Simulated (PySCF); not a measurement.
Correlation energy of O (oxygen, neutral)

[He] 2s2 2p4, high-spin 3P determinant. Calculation: PySCF 2.14, in aug-cc-pCVTZ-DK; scalar relativity by spin-free X2C-1e. Frozen: nothing; 8 electrons correlated.

MP2 pair energies summed by pair of shells (mhartree):

```tsv
pair	energy	share (%)
2p-2p	-69.55	34.4
2s-2p	-69.36	34.3
1s-1s	-35.56	17.6
1s-2p	-11.43	5.7
2s-2s	-11.02	5.5
1s-2s	-5.10	2.5
```

Total MP2 correlation energy: -202.03 mhartree.

Same-spin part -43.19 and opposite-spin part -158.83 mhartree; SCS-MP2 scales them by 1/3 and 6/5 to -205.00 mhartree.
